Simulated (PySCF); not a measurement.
## C₆ coefficients of unlike pairs at PBEsol

Calculated with PySCF 2.14 from the dipole response of each species, C₆(A,B) = (3/π) ∫ α_A(iu) α_B(iu) du, in atomic units, from isotropic polarisabilities. For ions this is the dispersion term alone; charge-induced terms of lower order in 1/R come first.

```tsv
species	configuration	basis	relativity	α (bohr³)	C₆ (like pair)
Mo	[Kr] 4d5 5s1 (7S)	x2c-TZVPPall with one added diffuse shell each of s, p, d, f type (9s7p7d3f1g)	spin-free X2C	72.29	752.2
As	[Ar] 3d10 4s2 4p3 (4S)	x2c-TZVPPall with one added diffuse shell each of s, p, d type (7s6p5d1f)	spin-free X2C	33.62	288.9
Cu³⁺	[Ar] 3d8 (3F)	x2c-TZVPPall with one added diffuse shell each of s, p, d, f type (7s6p5d3f1g)	spin-free X2C	1.682	3.859
Ti	[Ar] 3d2 4s2 (3F)	aug-cc-pwCVTZ-DK (10s9p7d4f3g)	spin-free X2C	102.6	1181
```

Task: Estimate C₆ for Cu³⁺ with As.

Result: The integral gives 24.96. The combination rule 2 C_A C_B / (C_A α_B/α_A + C_B α_A/α_B) gives 24.35 and the geometric mean 33.39.

No spin-orbit coupling is included.

The other pairs:

```json
{"pair": "As, Mo", "C₆": "455.1"}
{"pair": "Ti, Mo", "C₆": "930.7"}
{"pair": "Ti, Cu³⁺", "C₆": "39.27"}
{"pair": "Ti, As", "C₆": "545.2"}
{"pair": "Cu³⁺, Mo", "C₆": "36.78"}
```
